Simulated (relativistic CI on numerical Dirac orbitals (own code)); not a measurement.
**Calculated levels, La28+**

Computed by Dirac-Coulomb-Breit CI, KLI orbitals optimised for each configuration, model QED, unscaled Slater integrals (own radial code, finite nucleus).

CI space (outside the closed core [Ar]): 3d10 4s, 3d10 4p, 3d10 4d, 3d10 4f, 3d10 5s, 3d10 5p, 3d10 5d, 3d10 5f, 3d10 5g, 3d9 4p2, 3d10 6s, 3d10 6p, 3d10 6d, 3d8 4s 4p2, 3d9 4s2, 3d10 6f. Levels of other configurations are missing.

The lowest level is 3d10 4s 2S_1/2, with 100 % of that term; Hund's rules for 3d10 4s give 2S with J = 1/2, in agreement.

| No. | Configuration | Term | J | E (Ry) | % | Next component (%) | Landé g | jj configuration (%) |
| --- | --- | --- | --- | --- | --- | --- | --- | --- |
| 1 | 3d10 4s | 2S | 1/2 | 0.0000 | 100 |  | 1.999 | 4s (100) |
| 2 | 3d10 4p | 2P° | 1/2 | 4.3564 | 100 |  | 0.663 | 4p1/2 (100) |
| 3 | 3d10 4p | 2P° | 3/2 | 6.1713 | 100 |  | 1.332 | 4p3/2 (100) |
| 4 | 3d10 4d | 2D | 3/2 | 13.1936 | 100 |  | 0.797 | 4d3/2 (100) |
| 5 | 3d10 4d | 2D | 5/2 | 13.5600 | 100 |  | 1.198 | 4d5/2 (100) |
| 6 | 3d10 4f | 2F° | 5/2 | 21.0596 | 100 |  | 0.855 | 4f5/2 (100) |
| 7 | 3d10 4f | 2F° | 7/2 | 21.1185 | 100 |  | 1.141 | 4f7/2 (100) |
| 8 | 3d10 5s | 2S | 1/2 | 31.4923 | 100 |  | 2.000 | 5s (100) |
| 9 | 3d10 5p | 2P° | 1/2 | 33.5447 | 100 |  | 0.664 | 5p1/2 (100) |
| 10 | 3d10 5p | 2P° | 3/2 | 34.3698 | 100 |  | 1.333 | 5p3/2 (100) |
| 11 | 3d10 5d | 2D | 3/2 | 37.6312 | 100 |  | 0.798 | 5d3/2 (100) |
| 12 | 3d10 5d | 2D | 5/2 | 37.8040 | 100 |  | 1.199 | 5d5/2 (100) |
| 13 | 3d10 5f | 2F° | 5/2 | 41.0827 | 100 |  | 0.856 | 5f5/2 (100) |
| 14 | 3d10 5f | 2F° | 7/2 | 41.1207 | 100 |  | 1.142 | 5f7/2 (100) |
| 15 | 3d10 5g | 2G | 7/2 | 42.4840 | 100 |  | 0.888 | 5g7/2 (100) |
| 16 | 3d10 5g | 2G | 9/2 | 42.4980 | 100 |  | 1.110 | 5g9/2 (100) |
| 17 | 3d10 6s | 2S | 1/2 | 46.7605 | 100 |  | 2.001 | 6s (100) |
| 18 | 3d10 6p | 2P° | 1/2 | 47.8835 | 100 |  | 0.665 | 6p1/2 (100) |
| 19 | 3d10 6p | 2P° | 3/2 | 48.3304 | 100 |  | 1.333 | 6p3/2 (100) |
| 20 | 3d10 6d | 2D | 3/2 | 50.1119 | 100 |  | 0.799 | 6d3/2 (100) |
| 21 | 3d10 6d | 2D | 5/2 | 50.2080 | 100 |  | 1.200 | 6d5/2 (100) |
| 22 | 3d9 4s2 | 2D | 5/2 | 51.4999 | 99 | 1 3d9 4p2 2D | 1.195 | 3d5/2^5 (99) |
| 23 | 3d10 6f | 2F° | 5/2 | 51.9705 | 100 |  | 0.856 | 6f5/2 (100) |
| 24 | 3d10 6f | 2F° | 7/2 | 51.9944 | 100 |  | 1.142 | 6f7/2 (100) |
| 25 | 3d9 4s2 | 2D | 3/2 | 52.8064 | 99 | 1 3d9 4p2 2D | 0.794 | 3d3/2^3 3d5/2^6 (99) |
| 26 | 3d9 4p2 | 2D | 5/2 | 60.2663 | 29 | 25 4D | 1.208 | 3d5/2^5 4p1/2^2 (97) |
| 27 | 3d9 4p2 | 4F | 3/2 | 61.5781 | 37 | 36 4D | 0.865 | 3d3/2^3 3d5/2^6 4p1/2^2 (77) |
| 28 | 3d9 4p2 | 4D | 7/2 | 61.7249 | 55 | 35 4F | 1.329 | 3d5/2^5 4p1/2 4p3/2 (99) |
| 29 | 3d9 4p2 | 2F | 5/2 | 61.9154 | 48 | 24 4P | 1.138 | 3d5/2^5 4p1/2 4p3/2 (99) |
| 30 | 3d9 4p2 | 2D | 3/2 | 61.9314 | 44 | 33 2P | 1.091 | 3d5/2^5 4p1/2 4p3/2 (80) |
| 31 | 3d9 4p2 | 2G | 9/2 | 62.0037 | 60 | 40 4F | 1.196 | 3d5/2^5 4p1/2 4p3/2 (100) |
| 32 | 3d9 4p2 | 2P | 3/2 | 62.0984 | 51 | 41 2D | 1.133 | 3d5/2^5 4p1/2 4p3/2 (97) |
| 33 | 3d9 4p2 | 2D | 5/2 | 62.1139 | 58 | 30 4P | 1.287 | 3d5/2^5 4p1/2 4p3/2 (98) |
| 34 | 3d9 4p2 | 2S | 1/2 | 62.1146 | 47 | 39 2P | 1.329 | 3d5/2^5 4p1/2 4p3/2 (97) |
| 35 | 3d9 4p2 | 2F | 7/2 | 62.1707 | 61 | 20 4F | 1.181 | 3d5/2^5 4p1/2 4p3/2 (97) |
| 36 | 3d9 4p2 | 4D | 1/2 | 62.9505 | 82 | 9 2P | 0.230 | 3d3/2^3 3d5/2^6 4p1/2 4p3/2 (97) |
| 37 | 3d9 4p2 | 4F | 3/2 | 63.1604 | 49 | 23 4D | 0.821 | 3d3/2^3 3d5/2^6 4p1/2 4p3/2 (97) |
| 38 | 3d9 4p2 | 4F | 5/2 | 63.1869 | 53 | 20 2D | 1.065 | 3d3/2^3 3d5/2^6 4p1/2 4p3/2 (99) |
| 39 | 3d9 4p2 | 2G | 7/2 | 63.3244 | 59 | 19 4F | 1.024 | 3d3/2^3 3d5/2^6 4p1/2 4p3/2 (97) |
| 40 | 3d9 4p2 | 2P | 1/2 | 63.4121 | 52 | 36 4P | 1.540 | 3d3/2^3 3d5/2^6 4p1/2 4p3/2 (96) |
| 41 | 3d9 4p2 | 2F | 5/2 | 63.4705 | 46 | 25 4D | 1.102 | 3d3/2^3 3d5/2^6 4p1/2 4p3/2 (93) |
| 42 | 3d9 4p2 | 2D | 3/2 | 63.5302 | 45 | 37 4P | 1.228 | 3d3/2^3 3d5/2^6 4p1/2 4p3/2 (95) |
| 43 | 3d9 4p2 | 4F | 9/2 | 63.7900 | 60 | 40 2G | 1.241 | 3d5/2^5 4p3/2^2 (100) |
| 44 | 3d9 4p2 | 2F | 7/2 | 63.8501 | 72 | 23 4D | 1.205 | 3d5/2^5 4p3/2^2 (94) |
| 45 | 3d9 4p2 | 2P | 1/2 | 63.8653 | 77 | 19 2S | 0.933 | 3d5/2^5 4p3/2^2 (95) |
| 46 | 3d9 4p2 | 2D | 5/2 | 64.0089 | 78 | 10 4D | 1.237 | 3d5/2^5 4p3/2^2 (94) |
| 47 | 3d9 4p2 | 2P | 3/2 | 64.0152 | 63 | 28 2D | 1.219 | 3d5/2^5 4p3/2^2 (95) |
| 48 | 3d9 4p2 | 2D | 5/2 | 64.5377 | 73 | 14 2F | 1.180 | 3d5/2^5 4p3/2^2 (95) |
| 49 | 3d9 4p2 | 2D | 3/2 | 65.0719 | 38 | 24 4D | 1.189 | 3d3/2^3 3d5/2^6 4p3/2^2 (98) |
| 50 | 3d9 4p2 | 4P | 1/2 | 65.1296 | 56 | 23 2P | 1.944 | 3d3/2^3 3d5/2^6 4p3/2^2 (100) |
| 51 | 3d9 4p2 | 2F | 7/2 | 65.1586 | 39 | 34 2G | 1.083 | 3d3/2^3 3d5/2^6 4p3/2^2 (99) |
| 52 | 3d9 4p2 | 2F | 5/2 | 65.2128 | 45 | 23 2D | 1.063 | 3d3/2^3 3d5/2^6 4p3/2^2 (94) |
| 53 | 3d9 4p2 | 2D | 3/2 | 65.8410 | 78 | 11 4F | 0.813 | 3d3/2^3 3d5/2^6 4p3/2^2 (97) |

Energies count from the lowest computed level; ° marks odd parity. Filled j subshells are mostly left out of the jj labels.

The mean weight of the leading LS term, summed over parents, in these 53 levels is 76 %, and that of the leading jj configuration (from the same eigenvectors) 98 %, so jj coupling describes them better and the LS labels are nominal.

At this charge energies of transitions that change n are usually good to better than 1 %, and those within a shell (Δn = 0) to a few per cent.

LS names give the leading component of a level, which can be under half, so a name can repeat, a term be missing and a line seem to break the LS rules.
